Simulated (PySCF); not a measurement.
Species: C4H10Ge.
SMILES: `C[C@@H]1C[C@H]1[GeH3]`

The calculation used PBE0-D3(BJ)/def2-SVP geometry optimisation, gas phase (PySCF).

Masses are those of the commonest isotopes; rigid-rotor values at the optimised geometry. 

Give the principal moments of inertia and the rotational constants in MHz.

Ia = 58.92, Ib = 353.32, Ic = 380.75 u·Å²; 505379 MHz·u·Å²/I gives A = 8577, B = 1430, C = 1327 MHz.

What kind of rotor is it?

A near-prolate asymmetric top. Ray's parameter κ = (2B − A − C)/(A − C) = -0.972; −1 is the prolate and +1 the oblate limit.

Is it planar, by Δ = Ic − Ia − Ib?

Not planar: Δ = Ic − Ia − Ib = -31.49 u·Å². For a rigid frame Δ = −2 Σ m c², so Σ m c² = 15.75 u·Å² lies off the ab plane: 10.14 from hydrogen and 5.60 from heavier atoms. The atom farthest from that plane is 1.58 Å away.

Where do the levels up to J = 5 lie, in K?

Above 0(0,0), as E/k:
J = 1: 1(0,1) 0.132, 1(1,1) 0.475, 1(1,0) 0.480
J = 2: 2(0,2) 0.397, 2(1,2) 0.735, 2(1,1) 0.750, 2(2,1) 1.779, 2(2,0) 1.779
J = 3: 3(0,3) 0.794, 3(1,3) 1.125, 3(1,2) 1.154, 3(2,2) 2.176, 3(2,1) 2.176, 3(3,1) 3.903, 3(3,0) 3.903
J = 4: 4(0,4) 1.323, 4(1,4) 1.644, 4(1,3) 1.694, 4(2,3) 2.705, 4(2,2) 2.706, 4(3,2) 4.433, 4(3,1) 4.433, 4(4,1) 6.851, 4(4,0) 6.851
J = 5: 5(0,5) 1.983, 5(1,5) 2.293, 5(1,4) 2.367, 5(2,4) 3.367, 5(2,3) 3.369, 5(3,3) 5.095, 5(3,2) 5.095, 5(4,2) 7.513, 5(4,1) 7.513, 5(5,1) 10.622, 5(5,0) 10.622
The levels of one J sum to (2J + 1)J(J + 1)(A + B + C)/3.

Which types of transition are allowed, and where do some lines up to J = 4 fall?

The dipole components are |μa| = 0.91 D, |μb| = 0.01 D, |μc| = 0.16 D. The squared components, which scale the intensities, stand as 1.00 : 0.00 : 0.03 (a : b : c). Some lines, for components of 0.1 D or more:

```tsv
type	branch	J(Ka,Kc)	MHz	lower level (cm⁻¹)
a	Q	2(1,1) ← 2(1,2)	309	0.511
a	R	1(0,1) ← 0(0,0)	2758	0.000
a	R	2(1,2) ← 1(1,1)	5412	0.330
a	R	2(0,2) ← 1(0,1)	5514	0.092
a	R	2(1,1) ← 1(1,0)	5618	0.334
c	Q	4(1,4) ← 4(0,4)	6697	0.919
c	Q	3(1,3) ← 3(0,3)	6894	0.552
c	Q	2(1,2) ← 2(0,2)	7045	0.276
a	R	3(0,3) ← 2(0,2)	8269	0.276
a	R	3(1,2) ← 2(1,1)	8427	0.521
c	R	1(1,0) ← 0(0,0)	10007	0.000
a	R	4(1,4) ← 3(1,3)	10823	0.782
a	R	4(3,2) ← 3(3,1)	11033	2.713
a	R	4(3,1) ← 3(3,0)	11033	2.713
a	R	4(2,2) ← 3(2,1)	11041	1.513
c	R	2(1,1) ← 1(0,1)	12868	0.092
c	R	3(1,2) ← 2(0,2)	15781	0.276
c	R	4(1,3) ← 3(0,3)	18747	0.552
c	Q	4(2,3) ← 4(1,3)	21081	1.177
c	Q	3(2,2) ← 3(1,2)	21286	0.802
c	R	4(2,2) ← 3(1,2)	32332	0.802
c	R	3(3,1) ← 2(2,1)	44264	1.236
c	R	4(3,1) ← 3(2,1)	47019	1.513
c	R	4(3,2) ← 3(2,2)	47024	1.512
c	R	4(4,0) ← 3(3,0)	61418	2.713
c	R	4(4,1) ← 3(3,1)	61418	2.713
```

Estimate the classical rotational partition function at 100 K, 200 K and 298.15 K.

Point group C1, symmetry number σ = 1; q = (√π/σ)·√((kT/h)³/(ABC)), k/h = 20836.6 MHz/K: 41800 at 100 K, 118000 at 200 K, 215000 at 298.15 K.

No frequency check. Constants of a rigid frame at the computed geometry: no zero-point averaging, no centrifugal distortion. A rigid rotor knows nothing of internal rotation, which can split or shift real lines.

The run took 70 s of wall time on an Arm Neoverse V2 with one thread, shared host with 96 logical CPUs at a one-minute load of 28, and the process peaked at 0.54 GiB of memory. This is the geometry optimisation.
